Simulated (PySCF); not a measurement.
# Exact mass, isotope pattern and composition

Species: `[Cl][Hg][Cl]`.

Calculated for natural abundance.

(1) What are the average molar mass and the monoisotopic mass?

(2) What cluster does the molecular ion M+• show when like nominal masses merge?

(3) What share of all molecules is the monoisotopic species?

(4) Which singly substituted isotopologues are there?

(5) What resolving power m/Δm just matches the spacing of the species with one 37Cl and with one 204Hg?

(6) What is the composition by mass?

(7) Which m/z would the protonated and sodiated molecule have?

Answers

(1) For HgCl2, with standard atomic weights, 1 × 200.592 + 2 × 35.450 = 271.492 g/mol. From the most abundant isotopes (202Hg, 35Cl), 1 × 201.970643 + 2 × 34.968853 = 271.9083 u.

(2) 
| nominal mass | m/z (centroid) | relative intensity |
| --- | --- | --- |
| 266 | 265.9030 | 0.3 |
| 268 | 267.9039 | 22.1 |
| 269 | 268.9054 | 37.0 |
| 270 | 269.9045 | 64.6 |
| 271 | 270.9052 | 52.5 |
| 272 | 271.9059 | 100.0 |
| 273 | 272.9037 | 22.2 |
| 274 | 273.9058 | 62.0 |
| 275 | 274.9016 | 2.9 |
| 276 | 275.9053 | 16.3 |
| 278 | 277.9048 | 1.5 |

Cut off at 0.1 %. One electron mass, 0.00055 u, is taken off. Abundances used (%; other tables differ somewhat): 196Hg 0.15, 198Hg 9.97, 199Hg 16.87, 200Hg 23.1, 201Hg 13.18, 202Hg 29.86, 204Hg 6.87; 35Cl 75.78, 37Cl 24.22.

(3) 0.2986 × 0.7578^2 = 17.15 %.

(4) Intensity in % of the monoisotopic species:

```csv
isotope,mass shift (u),m/z,intensity (%)
196Hg,-6.00481,265.9030,0.50
198Hg,-4.00387,267.9039,33.39
199Hg,-3.00236,268.9054,56.50
200Hg,-2.00232,269.9055,77.36
201Hg,-1.00034,270.9075,44.14
37Cl,+1.99705,273.9048,63.92
204Hg,+2.00285,273.9107,23.01
```

Species under 0.02 % are left out.

(5) They lie 0.00580 u apart at mass 273.91, so m/Δm is about 47000.

(6) Hg 73.89 %, Cl 26.11 %.

(7) [M+H]+ 272.9156, [M+Na]+ 294.8976, for the monoisotopic species (arithmetic only; whether such ions form is another matter).
